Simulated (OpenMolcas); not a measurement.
Os4+ (d4) among equal point charges was computed by CASSCF with the d shell active (OpenMolcas, ANO-RCC-VDZP on the metal). Its lowest spin-free states, and all those of the highest spin:

```
2S+1  Degeneracy  E (cm-1)
   5           1       0.0
   5           1      6297
   3           1      6304
   3           2      8834
   1           1     15706
   1           1     16886
   5           2     17481
   1           2     18041
   3           1     18578
   1           1     19406
   5           1     20237
   3           2     20279
```

Is the site octahedral, tetrahedral or cube-like, axial, or of lower symmetry?

The states with 2S+1 = 5 have orbital degeneracies 1, 1, 2, 1. There are pairs but no triples, so the site is axial: not cubic, but with a proper or improper axis of order three or more. The run had Os4+ among 6 point charges of -1.5 e arranged as a tetragonal octahedron (D4h), 1.81 Å from the ion, with the axial distance 1.683 Å.

Spin-orbit coupling mixes the spin-free states strongly: the lowest level takes only 36 % from its leading state, 5A1. Without dynamic correlation the repulsion within the d shell is too large (B by tens of per cent), so at a given field states of lower spin stand too high. This shell can be high or low spin here, a state of another spin lies low, and with metal d orbitals alone active their balance is uncertain, so the ground spin may be wrong. Point charges give a weaker field than real ligands, and real ions of this kind are as a rule low spin; the high spin found here belongs to the model. This is an electrostatic model: the charges have no orbitals. No measured value stands beside these numbers.
